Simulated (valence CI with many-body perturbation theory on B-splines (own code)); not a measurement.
**Pd39+: electric-dipole lines**

Computed by valence CI with perturbative core correlation (CI+MBPT): five valence electrons over a frozen Dirac-Fock core [He], a basis of 11 s, 11 p, 10 d, 8 f, 5 g, 2 h functions for each j, with the one-electron correlation potential Σ1 (screened to all orders), the two-electron term Σ2, the three-electron term Σ3, Breit, model QED; selected single and double excitations, second order for the rest, scaled by the run's own slope (own B-spline code, finite nucleus).

No measured spectrum was set against this ion. As an estimate, large intervals hold to a few tenths of a per cent, small ones and those within an open d or f shell to about a per cent. Among the levels kept, up to 7100 cm⁻¹ of a level comes from second order outside the variational space, and about a tenth of that is noise between levels of different J, which matters for small intervals.

Lines 151 to 200 of 589 in falling wavelength, among levels below 297.49 Ry, chosen from the strongest by gf and those to the six lowest levels. Wavelengths and rates use the calculated energies. Electric multipoles are in the length gauge, E1 and E2 with the static RPA response of the core. Weak lines are less certain than strong ones. Lines between different terms over intervals too small for the method are left out, as are lines whose strength nearly cancels. Where a level lies close to another of its J and parity, the split of strength between their lines is uncertain. The highest levels of a list are the least certain.

Levels are named by their leading jj configuration (3d3/2^4 stands for four electrons in 3d with j = 3/2), which in mixed levels can hold well under half, so a name can repeat and another be missing. Letters in brackets count levels of one name in rising energy.

| λ vac (Å) | Upper | Lower | A (s⁻¹) | log gf | Branch % |
| --- | --- | --- | --- | --- | --- |
| 105.1 | (2s 2p1/2 2p3/2^2 3d5/2) J=9/2 [b] | (2s 2p1/2 2p3/2^2 3p1/2) J=7/2 | 5.22e+09 | -1.06 | 1.6 |
| 103.2 | (2s 2p1/2 2p3/2^2 3d3/2) J=5/2 [d] | (2s 2p1/2 2p3/2^2 3p1/2) J=5/2 [c] | 9.35e+09 | -1.05 | 0.0 |
| 101.7 | (2s^2 2p3/2^2 3p3/2) J=3/2 [a] | (2s^2 2p3/2^2 3s) J=3/2 | 2.21e+10 | -0.86 | 0.2 |
| 101.5 | (2s 2p1/2 2p3/2^2 3p3/2) J=3/2 [f] | (2s 2p1/2 2p3/2^2 3s) J=3/2 [c] | 2.88e+10 | -0.75 | 0.1 |
| 100.5 | (2s 2p1/2 2p3/2^2 3p3/2) J=5/2 [b] | (2s 2p1/2 2p3/2^2 3s) J=7/2 | 9.60e+09 | -1.06 | 0.0 |
| 100.3 | (2s^2 2p1/2 2p3/2 3p3/2) J=1/2 [b] | (2s^2 2p1/2 2p3/2 3s) J=3/2 [b] | 4.37e+10 | -0.88 | 2.7 |
| 89.61 | (2s 2p1/2 2p3/2^2 3p1/2) J=7/2 | (2s^2 2p3/2^2 3p1/2) J=5/2 | 1.32e+10 | -0.90 | 0.1 |
| 82.60 | (2s 2p1/2 2p3/2^2 3s) J=7/2 | (2s^2 2p3/2^2 3s) J=5/2 [a] | 1.06e+10 | -1.06 | 0.0 |
| 78.68 | (2s 2p1/2^2 2p3/2^2) J=5/2 | (2s^2 2p1/2 2p3/2^2) J=5/2 | 5.03e+09 | -1.55 | 6.2 |
| 72.60 | (2p1/2^2 2p3/2^2 3p1/2) J=5/2 | (2s 2p1/2 2p3/2^2 3p1/2) J=5/2 [c] | 1.72e+10 | -1.09 | 0.1 |
| 70.84 | (2s 2p1/2^2 2p3/2^2) J=5/2 | (2s^2 2p1/2 2p3/2^2) J=3/2 | 1.23e+10 | -1.26 | 15.0 |
| 69.35 | (2s 2p1/2 2p3/2^3) J=5/2 | (2s^2 2p3/2^3) J=3/2 | 1.32e+10 | -1.24 | 5.1 |
| 66.15 | (2s 2p1/2^2 2p3/2^2) J=1/2 | (2s^2 2p1/2 2p3/2^2) J=1/2 | 2.03e+10 | -1.57 | 6.7 |
| 61.49 | (2p1/2^2 2p3/2^2 3p1/2) J=3/2 | (2s 2p1/2 2p3/2^2 3p1/2) J=5/2 [b] | 4.08e+10 | -1.03 | 0.1 |
| 58.23 | (2s 2p1/2^2 2p3/2^2) J=3/2 | (2s^2 2p1/2 2p3/2^2) J=5/2 | 1.90e+10 | -1.41 | 4.0 |
| 57.00 | (2p1/2^2 2p3/2^2 3s) J=3/2 | (2s 2p1/2 2p3/2^2 3s) J=5/2 [b] | 6.94e+10 | -0.87 | 0.2 |
| 57.00 | (2p1/2^2 2p3/2^2 3p3/2) J=5/2 | (2s 2p1/2 2p3/2^2 3p3/2) J=7/2 [b] | 5.16e+10 | -0.82 | 0.1 |
| 56.83 | (2s 2p1/2 2p3/2^3) J=3/2 [b] | (2s^2 2p3/2^3) J=3/2 | 1.97e+10 | -1.42 | 2.7 |
| 56.65 | (2p1/2^2 2p3/2^2 3p3/2) J=7/2 | (2s 2p1/2 2p3/2^2 3p3/2) J=9/2 | 5.38e+10 | -0.68 | 0.1 |
| 56.33 | (2p1/2^2 2p3/2^2 3p1/2) J=5/2 | (2s 2p1/2 2p3/2^2 3p1/2) J=7/2 | 6.23e+10 | -0.75 | 0.2 |
| 55.32 | (2p1/2^2 2p3/2^2 3s) J=5/2 | (2s 2p1/2 2p3/2^2 3s) J=7/2 | 5.18e+10 | -0.85 | 0.9 |
| 53.82 | (2s 2p1/2^2 2p3/2^2) J=3/2 | (2s^2 2p1/2 2p3/2^2) J=3/2 | 7.07e+09 | -1.91 | 1.5 |
| 53.11 | (2p1/2^2 2p3/2^3) J=3/2 | (2s 2p1/2 2p3/2^3) J=5/2 | 8.09e+10 | -0.86 | 10.6 |
| 50.15 | (2p1/2^2 2p3/2^2 3p3/2) J=7/2 | (2s 2p1/2 2p3/2^2 3p3/2) J=7/2 [a] | 2.87e+10 | -1.06 | 0.1 |
| 41.59 | (2s 2p1/2 2p3/2^2 3d5/2) J=9/2 [a] | (2s^2 2p1/2 2p3/2 3d5/2) J=7/2 [a] | 3.82e+10 | -1.00 | 55.0 |
| 41.32 | (2s 2p1/2 2p3/2^2 3s) J=5/2 [a] | (2s^2 2p1/2 2p3/2 3s) J=3/2 [a] | 7.03e+10 | -0.97 | 0.4 |
| 41.10 | (2s 2p1/2 2p3/2^2 3p3/2) J=7/2 [a] | (2s^2 2p1/2 2p3/2 3p3/2) J=5/2 [a] | 5.07e+10 | -0.99 | 0.7 |
| 41.06 | (2s 2p1/2 2p3/2^2 3p3/2) J=7/2 [b] | (2s^2 2p1/2 2p3/2 3p3/2) J=5/2 [b] | 4.10e+10 | -1.08 | 0.2 |
| 40.54 | (2s 2p1/2 2p3/2^2 3p1/2) J=5/2 [a] | (2s^2 2p1/2 2p3/2 3p1/2) J=3/2 [a] | 5.79e+10 | -1.07 | 0.3 |
| 39.85 | (2s 2p1/2 2p3/2^2 3d5/2) J=11/2 | (2s^2 2p1/2 2p3/2 3d5/2) J=9/2 | 4.11e+10 | -0.93 | 78.0 |
| 39.39 | (2s 2p1/2 2p3/2^2 3p3/2) J=9/2 | (2s^2 2p1/2 2p3/2 3p3/2) J=7/2 | 4.45e+10 | -0.98 | 25.9 |
| 39.35 | (2s 2p1/2 2p3/2^2 3d3/2) J=9/2 | (2s^2 2p1/2 2p3/2 3d3/2) J=7/2 | 3.47e+10 | -1.09 | 20.6 |
| 39.33 | (2s 2p1/2 2p3/2^2 3s) J=7/2 | (2s^2 2p1/2 2p3/2 3s) J=5/2 | 5.39e+10 | -1.00 | 0.1 |
| 38.97 | (2s 2p1/2 2p3/2^2 3p1/2) J=7/2 | (2s^2 2p1/2 2p3/2 3p1/2) J=5/2 | 5.17e+10 | -1.03 | 0.4 |
| 37.90 | (2s 2p1/2^2 2p3/2^2) J=5/2 | (2s^2 2p1/2^2 2p3/2) J=3/2 | 6.44e+10 | -1.08 | 78.8 |
| 37.18 | (2p1/2^2 2p3/2^2 3p3/2) J=5/2 | (2s 2p1/2^2 2p3/2 3p3/2) J=3/2 [b] | 9.11e+10 | -0.95 | 0.2 |
| 36.91 | (2s 2p3/2^3 3s) J=5/2 | (2s^2 2p3/2^2 3s) J=5/2 [b] | 8.21e+10 | -1.00 | 0.1 |
| 36.55 | (2s 2p3/2^3 3p3/2) J=7/2 | (2s^2 2p3/2^2 3p3/2) J=7/2 | 2.03e+11 | -0.49 | 18.9 |
| 36.49 | (2s 2p3/2^3 3s) J=5/2 | (2s^2 2p3/2^2 3s) J=5/2 [a] | 1.16e+11 | -0.86 | 0.1 |
| 36.38 | (2s 2p3/2^3 3p1/2) J=5/2 | (2s^2 2p3/2^2 3p1/2) J=5/2 | 2.24e+11 | -0.57 | 0.5 |
| 36.35 | (2s 2p3/2^3 3p1/2) J=3/2 [a] | (2s^2 2p3/2^2 3p1/2) J=3/2 | 2.14e+11 | -0.77 | 1.4 |
| 36.32 | (2p1/2^2 2p3/2^2 3p3/2) J=7/2 | (2s 2p1/2^2 2p3/2 3p3/2) J=5/2 [b] | 1.43e+11 | -0.65 | 0.3 |
| 36.14 | (2s 2p3/2^3 3p3/2) J=3/2 | (2s^2 2p3/2^2 3p3/2) J=5/2 | 1.13e+11 | -1.05 | 0.3 |
| 36.09 | (2p1/2^2 2p3/2^2 3s) J=5/2 | (2s 2p1/2^2 2p3/2 3s) J=3/2 [b] | 1.46e+11 | -0.77 | 2.4 |
| 35.85 | (2s 2p3/2^3 3s) J=3/2 | (2s^2 2p3/2^2 3s) J=3/2 | 1.08e+11 | -1.08 | 0.3 |
| 35.78 | (2s 2p3/2^3 3p3/2) J=5/2 | (2s^2 2p3/2^2 3p3/2) J=5/2 | 1.37e+11 | -0.80 | 0.5 |
| 35.78 | (2s 2p1/2 2p3/2^3) J=3/2 [a] | (2s^2 2p1/2 2p3/2^2) J=3/2 | 2.48e+11 | -0.72 | 89.4 |
| 35.78 | (2p1/2^2 2p3/2^2 3p1/2) J=5/2 | (2s 2p1/2^2 2p3/2 3p1/2) J=3/2 [b] | 1.04e+11 | -0.92 | 0.3 |
| 35.73 | (2p1/2^2 2p3/2^2 3p1/2) J=3/2 | (2s 2p1/2^2 2p3/2 3p1/2) J=1/2 | 1.19e+11 | -1.04 | 0.3 |
| 35.36 | (2s 2p1/2 2p3/2^2 3d5/2) J=9/2 [c] | (2s^2 2p1/2 2p3/2 3d5/2) J=7/2 [b] | 6.35e+10 | -0.92 | 8.4 |

Problem. How does gf follow from A for the line at 82.60 Å?

Solution. gf = 1.4992 × (2J+1)_upper × A / σ², with σ = 1210645 cm⁻¹ and 2J+1 = 8: gf = 0.0865.
